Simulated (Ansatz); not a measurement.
CH6ClOSbSi (`C[O][Sb]([SiH3])[Cl]`), relaxed with RKS PBE-D4/def2-SVP in Ansatz from a rough embedded geometry. The force threshold is 0.03 eV/Å; the program also tests the step.

Charge 0, multiplicity 1. Sb takes the def2 core potential.

Start:

```xyz
11

C    -0.210   -1.537   -1.228
O     0.740   -1.206   -0.248
Sb   -0.331   -0.612    1.376
Si   -0.168    1.895    0.611
Cl    1.656   -0.348    2.711
H    -0.795   -0.737   -1.544
H    -0.798   -2.407   -0.878
H     0.411   -1.904   -2.132
H    -0.591    2.706    1.681
H     1.183    2.128    0.198
H    -1.099    2.023   -0.546
```

| step | energy (eV) | largest force (eV/Å) | largest move (Å) |
| --- | --- | --- | --- |
| 1 | -30098.3261 | 3.348 | 0.000 |
| 2 | -30098.6615 | 0.737 | 0.198 |
| 3 | -30098.7273 | 0.298 | 0.133 |
| 4 | -30098.7383 | 0.218 | 0.047 |
| 5 | -30098.7431 | 0.142 | 0.035 |
| 6 | -30098.7545 | 0.227 | 0.159 |
| 7 | -30098.7630 | 0.613 | 0.192 |
| 8 | -30098.7773 | 0.641 | 0.082 |
| 9 | -30098.8154 | 0.097 | 0.200 |
| 10 | -30098.8303 | 0.608 | 0.197 |
| 11 | -30098.8464 | 0.527 | 0.143 |
| 12 | -30098.8530 | 0.439 | 0.196 |
| 13 | -30098.8692 | 0.261 | 0.052 |
| 14 | -30098.8736 | 0.109 | 0.064 |
| 15 | -30098.8758 | 0.068 | 0.059 |
| 16 (rejected) | -30098.8729 | 0.411 | 0.196 |
| 17 | -30098.8790 | 0.066 | 0.098 |
| 18 | -30098.8814 | 0.233 | 0.096 |
| 19 | -30098.8826 | 0.276 | 0.067 |
| 20 | -30098.8875 | 0.210 | 0.048 |
| 21 | -30098.9007 | 0.108 | 0.200 |
| 22 (rejected) | -30098.8858 | 0.748 | 0.200 |
| 23 | -30098.9010 | 0.165 | 0.100 |
| 24 | -30098.9089 | 0.130 | 0.100 |
| 25 | -30098.9107 | 0.219 | 0.102 |
| 26 (rejected) | -30098.9104 | 0.180 | 0.061 |
| 27 | -30098.9141 | 0.064 | 0.030 |
| 28 | -30098.9146 | 0.066 | 0.084 |
| 29 | -30098.9154 | 0.022 | 0.028 |

End:

```xyz
11

C    -0.151   -1.891   -1.274
O    -0.341   -0.585   -0.761
Sb   -0.595   -0.348    1.235
Si   -0.149    2.197    0.836
Cl    1.695   -0.638    1.990
H    -0.254   -1.837   -2.380
H    -0.899   -2.634   -0.902
H     0.866   -2.288   -1.045
H     0.017    2.879    2.167
H     1.112    2.313    0.031
H    -1.301    2.833    0.103
```

It took 32 s on 4 threads of an Intel Xeon Platinum 8488C on a shared host, with 0.21 GiB of host memory at the peak.
